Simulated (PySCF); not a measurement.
**Electron correlation in Mg (magnesium, neutral)**

[Ne] 3s2, closed-shell 1S. Computed with PySCF 2.14 in dyall-av2z (14s10p4d, 64 functions), with the non-relativistic Hamiltonian (point nucleus). Frozen: [Ne]; 2 electrons correlated; the 12 highest virtual orbitals of each spin left out.

With two correlated electrons CCSD is exact within the correlated space (frozen core and kept virtual orbitals).

```csv
level,correlation energy (mhartree)
CCSD,-33.60
```

Diagnostics: T1 = 0.017, D1 = 0.0237, largest double amplitude 0.089.

Cost of the coupled-cluster step: about 0.9 core-seconds, for 2 correlated electrons.
